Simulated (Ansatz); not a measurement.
Ansatz (a program for electronic structure) input (CCSD(T)/cc-pVDZ):

Ansatz 0.2 input:
```yaml
crystal:
  periodic: [false, false, false]
  atoms:
    - {symbol: H, position_ang: [0.00000000, 0.00000000, 0.00000000]}
basis:
  gaussian:
    orbitals: cc-pVDZ
magnetization: {spin_polarized: true, initial_magnetization: 1}
correlation: {method: ccsd_t, electrons: outside_noble_gas}
scf: {lower_state_search: full}
```

Output:

```
Functional definition: HF
integrals: 0.00 GiB planned
15 factors; integrals over basis functions are off by at most 5.2e-7 eV
mean field: 0.03 GiB planned
mean field evaluation 1: about -13.5522 eV, gradient 1.6e0 eV
mean field evaluation 2: about -13.5522 eV, gradient 1.6e0 eV
mean field evaluation 4: about -13.5861 eV, gradient 1.4e-4 eV
mean field evaluation 8: about -13.5522 eV, gradient 1.6e0 eV
mean field evaluation 16: about -13.5861 eV, gradient 1.4e-4 eV
mean field -13.58605748 eV, -0.4992784034 hartree, gradient 3.7e-7 eV, S^2 0.750000; 2 other end points of the search recorded, 0 dependent functions left out
reference -13.58605748 eV, -0.4992784034 hartree; 1, 0 occupied and 4, 5 virtual orbitals, 15 factors
second order 0.00000000 eV of doubles, -0.00000000 eV of singles
coupled cluster: 0.03 GiB planned
cycle   1  -0.00000000 eV  change  -4.3e-16 eV  update   2.3e-9
perturbative correction 0.00000000 eV, 0.0000000000 hartree
Total energy: -13.58605748 eV, -0.4992784034 hartree
```
